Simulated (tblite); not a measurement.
Compound: C5H9Cl2FSi.
Numbering: `[CH2:1]=[CH:2][SiH2:3][C@@H:4]([CH2:5][F:6])[CH:7]([Cl:8])[Cl:9]` (hydrogens: H10, H11 on C1; H12 on C2; H13, H14 on Si3; H15 on C4; H16, H17 on C5; H18 on C7)

Geometry (GFN2-xTB, Å), atoms numbered from 1 in this order:
```
atom  x, y, z in Å
C1     2.970    0.500   -0.018
C2     1.950    0.174    0.760
Si3    0.599   -1.057    0.309
C4    -1.056   -0.056    0.324
C5    -0.856    1.320   -0.291
F6    -0.278    1.193   -1.534
C7    -2.118   -0.800   -0.445
Cl8   -2.206   -2.490    0.075
Cl9   -3.736   -0.061   -0.234
H10    3.093    0.069   -0.998
H11    3.724    1.212    0.281
H12    1.885    0.642    1.737
H13    0.510   -2.087    1.344
H14    0.790   -1.611   -1.029
H15   -1.394    0.083    1.353
H16   -0.172    1.925    0.310
H17   -1.801    1.854   -0.439
H18   -1.912   -0.803   -1.517
```

Method: GFN2-xTB as coded in tblite; computed harmonic values from a numerical Hessian at the method's own geometry, unscaled. Against measured fundamentals such values can be off by several per cent, at times by over 20. Modes of hydrogen on silicon can be 10 to 20 % off. One conformer, not necessarily the lowest.

Harmonic wavenumbers (cm⁻¹): 33.7, 42.8, 55.1, 76.8, 111.2, 151.7, 166.0, 218.9, 268.7, 295.8, 316.2, 343.1, 462.1, 490.9, 557.7, 609.5, 652.6, 705.3, 728.3, 740.4, 750.5, 759.3, 925.2, 927.4, 968.9, 1006.4, 1026.0, 1080.1, 1106.5, 1153.8, 1173.8, 1195.5, 1227.1, 1272.4, 1296.1, 1323.9, 1415.9, 1447.9, 1666.9, 2273.0, 2301.5, 2942.6, 2952.5, 2965.6, 2972.6, 3008.7, 3077.7, 3115.0.

A = 1556, B = 601.8, C = 472.4 MHz; mass 185.983 u (most abundant isotopes); point group C1, symmetry number 1.

Q: What is the zero-point energy?

A: ½Σν̃ = 27180 cm⁻¹ = 77.71 kcal/mol.

Q: What is S at 273.15 K and 1 bar for an ideal gas of classical rigid rotors and harmonic oscillators?

A: Translation 41.16, rotation 30.70, vibration 37.28: S = 109.1 cal/(mol K).

Q: And Cp and H(273.15 K) − H(0)?

A: Cp = 41.14 cal/(mol K), of which vibrations give 33.20 (their classical limit is 48 R = 95.4); H(273.15 K) − H(0) = 7.15 kcal/mol without the zero-point energy, 4.98 from vibrations.

Q: Blend soft modes into free rotors: weight 1/[1 + (100 cm⁻¹/ν̃)⁴] for the oscillator and the rest for a rotor with moment μB/(μ + B), μ = h/(8π²ν), B = 10⁻⁴⁴ kg m². What vibrational entropy results?

A: 32.70 cal/(mol K) in place of 37.28, which changes −T·S at 273.15 K by +1.25 kcal/mol.

Q: How do the functions run with temperature in this model?

A: 
| T (K) | S (cal/(mol K)) | Cp (cal/(mol K)) | H − H(0) (kcal/mol) | G − H(0) (kcal/mol) | ln q(vib) |
| --- | --- | --- | --- | --- | --- |
| 150 | 88.7 | 28.3 | 2.88 | -10.43 | 5.22 |
| 250 | 105.6 | 38.7 | 6.23 | -20.17 | 8.80 |
| 298.15 | 112.9 | 43.7 | 8.21 | -25.43 | 10.42 |
| 400 | 127.0 | 53.1 | 13.16 | -37.66 | 13.69 |
| 600 | 151.3 | 66.7 | 25.23 | -65.57 | 19.69 |
| 900 | 180.9 | 79.0 | 47.26 | -115.59 | 27.70 |

q(vib) and H(0) count from the zero-point level.

Q: Which modes carry the vibrational entropy at 273.15 K?

A: 33.7 cm⁻¹: 5.43; 42.8 cm⁻¹: 4.95; 55.1 cm⁻¹: 4.45; 76.8 cm⁻¹: 3.80; 111.2 cm⁻¹: 3.08; 151.7 cm⁻¹: 2.49 cal/(mol K); the other 42 give 13.09 together.

Q: What must be added to the electronic energy to get the Gibbs energy at 273.15 K and 1 bar?

A: ZPE + [H(273.15 K) − H(0)] − T·S = 77.71 + 7.15 − 29.81 = 55.05 kcal/mol.

Hindered rotation and anharmonicity are outside this model. Other conformers, if any are populated, would add a mixing term that is left out. The structure is chiral; the term R ln 2 for an equal mix with its mirror image is left out.

On an Arm Neoverse V1 with one thread (shared host), this took 0.98 s. This covers the Hessian and the dipole derivatives.
